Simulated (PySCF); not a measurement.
Deuteron quadrupole couplings in `C#C[C@H]1[SiH2]CS[SiH2]1`

C4H8SSi2.
SMILES with atom numbers: `[CH:1]#[C:2][C@H:3]1[SiH2:4][CH2:5][S:6][SiH2:7]1` (hydrogens: H8 on C1; H9 on C3; H10, H11 on Si4; H12, H13 on C5; H14, H15 on Si7)

Geometry (GFN2-xTB, Å), atoms numbered from 1 in this order:
```xyz
15
C4H8SSi2 angstrom
C      2.799   -0.267   -1.450
C      1.759    0.131   -1.009
C      0.520    0.596   -0.454
Si    -0.947   -0.597   -0.751
C     -2.192    0.031    0.550
S     -1.382    0.618    2.092
Si     0.648    0.862    1.437
H      3.706   -0.608   -1.849
H      0.280    1.558   -0.920
H     -1.526   -0.454   -2.088
H     -0.561   -1.978   -0.458
H     -2.783    0.867    0.179
H     -2.886   -0.745    0.862
H      1.081    2.213    1.779
H      1.479   -0.164    2.059
```

Level: PBE0/pcSseg-1 (PySCF, non-relativistic); Q(2H) = 0.00286 b; rigid geometry, the same for H and D, with no vibrational averaging.

Question: Rank these positions by the coupling χzz of a deuteron there, largest first.
A. H8 (alkyne hydrogen)
B. H12 (methylene hydrogen)
C. H9 (methine hydrogen)
D. H11 (Si–H hydrogen)

Answer: A (268 kHz), B (210 kHz), C (205 kHz), D (109 kHz).

Question: Tabulate Vzz, the asymmetry η and χzz = 234.96 MHz × Q × Vzz for every hydrogen position.

Answer: 
```tsv
atom	bonded to	bond length (Å)	Vzz (au)	η	χzz (kHz)
H8	C1	1.048	0.3994	0.01	268
H9	C3	1.096	0.3055	0.04	205
H10	Si4	1.464	0.1614	0.00	108
H11	Si4	1.463	0.1615	0.01	109
H12	C5	1.089	0.3129	0.04	210
H13	C5	1.087	0.3176	0.05	213
H14	Si7	1.459	0.1643	0.02	110
H15	Si7	1.459	0.1634	0.02	110
```

Question: Average by the element that carries the hydrogen.

Answer: on C: 224 kHz over 4 positions, mean bond length 1.080 Å; on Si: 109 kHz over 4 positions, mean bond length 1.461 Å.

Question: A static deuteron (I = 1) shows a doublet split by (3/2)χ, (3/4)χ(1 + η) and (3/4)χ(1 − η) with the field along z, y and x of the gradient. What are these for H8?

Answer: With |χ| = 268.4 kHz and η = 0.007: 403, 203 and 200 kHz, to first order and without motion.

The structure is a single GFN2-xTB conformer in the gas phase; no vibrational or solvent corrections. GFN2-xTB bond lengths can be off by several hundredths of an ångström, more for odd bonds, and the gradients follow them. With so small a basis the couplings can be 20 % off.
